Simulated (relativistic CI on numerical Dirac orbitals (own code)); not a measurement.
**One change at a time: Tb4+**

Base calculation: Dirac-Coulomb-Breit CI, KLI orbitals optimised for each configuration, model QED, valence Slater integrals scaled by 0.85, P86 correlation energy added to each configuration.

CI space (outside the closed core [Kr] 4d10): 4f7 5s2 5p6, 4f6 5s2 5p6 5d, 4f9 5s2 5p4, 4f8 5s2 5p5, 4f6 5s2 5p6 6s, 4f6 5s2 5p6 7s, 4f8 5s 5p6. Levels of other configurations are missing.

Variants: (1) self-excluded LDA correlation estimate; (2) valence Slater integrals scaled by 0.75; (3) Breit term removed; (4) one mean potential for all configurations. Shifts of the energy above 4f7 5s2 5p6 8S°_7/2, in cm⁻¹, for the lowest level and the first level of each name with at least 55 % of one term (blank where a level changes its place among those of its configuration and J or its character, or is not in the variant):

```tsv
Level	Base	Δ(1)	Δ(2)	Δ(3)	Δ(4)
4f7 5s2 5p6 8S°_7/2	0.0	0.0	0.0	0.0	0.0
4f7 5s2 5p6 6P°_7/2	34354.3	-1.7	-4403.4	-288.8	-513.4
4f7 5s2 5p6 6P°_5/2	35152.4	-1.6	-4312.1	-201.6	-464.2
4f7 5s2 5p6 6P°_3/2	35885.9	-1.6	-4245.0	-101.3	-419.6
4f7 5s2 5p6 6I°_7/2	37960.5	-0.5	-4696.3	-164.5	-558.5
4f7 5s2 5p6 6I°_17/2	38436.4	-0.4	-4604.3	+524.7	-487.6
4f7 5s2 5p6 6I°_9/2	38436.5	-0.5	-4621.3	+0.2	-518.1
4f7 5s2 5p6 6I°_11/2	38806.3	-0.5	-4568.7	+160.6	-486.6
4f7 5s2 5p6 6I°_15/2	38933.5	-0.4	-4544.0	+438.5	-462.9
4f7 5s2 5p6 6I°_13/2	38999.2	-0.4	-4543.5	+308.6	-467.4
4f7 5s2 5p6 6D°_9/2	43134.9	-1.2	-5176.0	-1.3	-553.3
4f7 5s2 5p6 6D°_1/2	44389.7	-1.1	-5008.5	+17.1	-476.5
4f7 5s2 5p6 6D°_7/2	44428.6	-1.2	-5073.3	+104.1	-480.1
4f7 5s2 5p6 6D°_3/2	44692.0	-1.2	-4986.2	+81.3	-454.8
```

At this charge configurations can still be misplaced by up to about 7 % of their energy. Levels and lines within the n = 5 or 6 shells can be off by up to 10 % or somewhat more, and those that change n by about 2 %, since core polarisation is missing.

LS names give the leading component of a level, which can be under half, so a name can repeat, a term be missing and a line seem to break the LS rules.
